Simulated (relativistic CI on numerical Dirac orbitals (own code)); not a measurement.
Re²⁺ (5d5) in a crystal field

Calculated by Dirac-Coulomb-Breit CI, orbitals from a KLI potential per configuration, a model potential for QED, valence Slater integrals scaled by 0.65, one configuration in a parametric crystal field (own radial code).

Field parameters in Wybourne normalisation: Td as Oh with Dq negative (B⁴₀ = 21Dq, B⁴₄ = √(5/14) B⁴₀). The field is a parameter set, without covalency.

S is read from ⟨S²⟩ = S(S + 1).

Powder χT (cm³ K mol⁻¹) by Van Vleck's formula, with temperature-independent terms:

```tsv
Field	2 K	5 K	10 K	20 K	50 K	100 K	200 K	300 K
Td, 10Dq = -2450 cm⁻¹	2.86	3.27	3.7	3.99	4.12	4.15	4.15	4.16
Td, 10Dq = -4400 cm⁻¹	2.7	2.94	3.3	3.72	4.02	4.09	4.11	4.11
Td, 10Dq = -6400 cm⁻¹	2.56	2.69	2.92	3.3	3.79	3.95	4	4.01
Td, 10Dq = -8350 cm⁻¹	2.33	2.39	2.5	2.7	3.2	3.55	3.72	3.77
Td, 10Dq = -10300 cm⁻¹	1.73	1.75	1.78	1.84	2.03	2.32	2.71	2.9
Td, 10Dq = -12250 cm⁻¹	0.646	0.651	0.658	0.672	0.715	0.787	0.93	1.07
Td, 10Dq = -14250 cm⁻¹	0.226	0.228	0.231	0.238	0.257	0.29	0.355	0.42
Td, 10Dq = -16200 cm⁻¹	0.127	0.129	0.131	0.136	0.151	0.175	0.224	0.273
```

For Td, 10Dq = -6400 cm⁻¹: what effective moment follows at 300 K?

μ_eff = √(8χT) = 5.67 μB. The ground level has S = 2.34; the spin-only moment for S = 5/2 is 5.92 μB. The difference comes from the orbital moment, spin-orbit mixing of terms and temperature-independent paramagnetism, all larger in this ionic model than in covalent complexes.
